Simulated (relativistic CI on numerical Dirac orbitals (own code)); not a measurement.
# Energy levels of Pt³⁸⁺

Method of calculation: Dirac-Coulomb-Breit CI, separate exchange-only KLI orbitals for each configuration, model QED, unscaled Slater integrals (own radial code, finite nucleus).

Configurations in the expansion (outside the closed core [Ar] 3d10): 4s²4p⁶4d⁴, 4s²4p⁶4d³4f, 4s²4p⁵4d⁵, 4s4p⁶4d⁵, 4s²4p⁵4d⁴4f, 4s4p⁶4d⁴4f, 4s²4p⁶4d³5s, 4s²4p⁶4d²4f5s, 4s²4p⁶4d³5p, 4s²4p⁶4d³5d, 4s²4p⁵4d⁴5s, 4p⁶4d⁵4f, 4s²4p⁶4d³5f, 4s²4p⁶4d²5s5p, 4s4p⁶4d³4f5s, 4s²4p⁶4d³6s, 4s²4p⁶4d³6p, 4p⁶4d⁵5p, 4p⁶4d⁶, 4p⁵4d⁷, 4p⁵4d⁶4f, 4s²4p⁶4d²5s², 4s²4p⁶4d4f5s², 4s²4p⁵4d²4f5s², 4s4p⁶4d²4f5s². Double excitations out of closed p, d and f shells are left out; levels of such configurations are missing from the list, as are those of other unlisted configurations, and high levels can miss mixing partners. These lack a partner that the ground configuration has and come out too high: 4s²4p⁵4d⁴5s.

The lowest level is 4s²4p⁶4d⁴ ³P0, with 58 % of that term; Hund's rules for 4s²4p⁶4d⁴ give ⁵D with J = 0, of which the calculation keeps J, while another term leads.

```tsv
No.	Configuration	Term	J	E (cm⁻¹)	%	Landé g	Lifetime (s)	jj configuration (%)
1	4s²4p⁶4d⁴	³P	0	0	58			4d3/2^4 (97)
2	4s²4p⁶4d⁴	⁵D	1	158335	61	1.496	9.71e-06	4d3/2^3 4d5/2 (97)
3	4s²4p⁶4d⁴	³F	4	203358	28	1.073		4d3/2^3 4d5/2 (97)
4	4s²4p⁶4d⁴	⁵D	2	209134	42	1.239	3.94e-04	4d3/2^3 4d5/2 (89)
5	4s²4p⁶4d⁴	³F	3	221455	28	1.143	1.24e-02	4d3/2^3 4d5/2 (92)
6	4s²4p⁶4d⁴	⁵D	0	351448	64		3.42e-06	4d3/2^2 4d5/2^2 (96)
7	4s²4p⁶4d⁴	⁵D	2	356245	46	1.235	5.16e-06	4d3/2^2 4d5/2^2 (91)
8	4s²4p⁶4d⁴	³H	4	361183	39	1.152	9.38e-06	4d3/2^2 4d5/2^2 (96)
9	4s²4p⁶4d⁴	⁵D	3	366557	47	1.159	9.38e-06	4d3/2^2 4d5/2^2 (91)
10	4s²4p⁶4d⁴	³H	5	382391	67	1.083	1.79e-05	4d3/2^2 4d5/2^2 (99)
11	4s²4p⁶4d⁴	¹I	6	394145	51	1.076	4.26e-02	4d3/2^2 4d5/2^2 (98)
12	4s²4p⁶4d⁴	³P	1	398701	43	1.097	8.33e-06	4d3/2^2 4d5/2^2 (94)
13	4s²4p⁶4d⁴	³F	3	412222	44	1.085	1.27e-05	4d3/2^2 4d5/2^2 (96)
14	4s²4p⁶4d⁴	³G	4	413501	55	1.032	4.25e-05	4d3/2^2 4d5/2^2 (97)
15	4s²4p⁶4d⁴	³F	2	420050	32	1.082	2.94e-05	4d3/2^2 4d5/2^2 (96)
16	4s²4p⁶4d⁴	³F	2	469342	48	0.998	5.75e-06	4d3/2^2 4d5/2^2 (95)
17	4s²4p⁶4d⁴	³F	4	480954	64	1.201	1.94e-05	4d3/2^2 4d5/2^2 (92)
18	4s²4p⁶4d⁴	¹D	2	525848	37	1.140	6.97e-05	4d3/2^2 4d5/2^2 (91)
19	4s²4p⁶4d⁴	⁵D	4	558721	33	1.149	3.95e-06	4d3/2 4d5/2^3 (91)
20	4s²4p⁶4d⁴	³F	3	562535	43	1.188	3.47e-06	4d3/2 4d5/2^3 (95)
21	4s²4p⁶4d⁴	³P	0	577833	62		9.98e-06	4d3/2^2 4d5/2^2 (68)
22	4s²4p⁶4d⁴	³D	1	581850	53	0.963	2.69e-06	4d3/2 4d5/2^3 (96)
23	4s²4p⁶4d⁴	³G	5	582917	67	1.142	7.13e-06	4d3/2 4d5/2^3 (99)
24	4s²4p⁶4d⁴	³H	6	586065	51	1.082	8.24e-06	4d3/2 4d5/2^3 (98)
25	4s²4p⁶4d⁴	³F	2	616105	47	1.059	4.07e-06	4d3/2 4d5/2^3 (93)
26	4s²4p⁶4d⁴	³D	3	621711	35	1.086	5.62e-06	4d3/2 4d5/2^3 (97)
27	4s²4p⁶4d⁴	¹S	0	653529	77		8.10e-06	4d3/2 4d5/2^3 (63)
28	4s²4p⁶4d⁴	³F	3	674589	66	1.061	6.67e-06	4d3/2 4d5/2^3 (99)
29	4s²4p⁶4d⁴	³P	1	675638	90	1.428	4.43e-06	4d3/2 4d5/2^3 (97)
30	4s²4p⁶4d⁴	¹G	4	680832	68	1.047	5.16e-06	4d3/2 4d5/2^3 (96)
```

Energies count from the lowest computed level; lifetimes are radiative, by E1, M1, E2, M2, E3 decay to levels of this space only; some are left blank where a channel outside the calculation adds to the decay or the decay crosses a small, uncertain gap. Filled j subshells are mostly left out of the jj labels.

The mean weight of the leading LS term, summed over parents, in these 30 levels is 52 %, and that of the leading jj configuration (from the same eigenvectors) 93 %, so jj coupling describes them better and the LS labels are nominal.

At this charge energies of transitions that change n are usually good to better than 1 %, and those within a shell (Δn = 0) to a few per cent. Terms inside the open d or f shell come out 10 to 20 % too wide with unscaled integrals.

LS names give the leading component of a level, which can be under half, so a name can repeat, a term be missing and a line seem to break the LS rules.
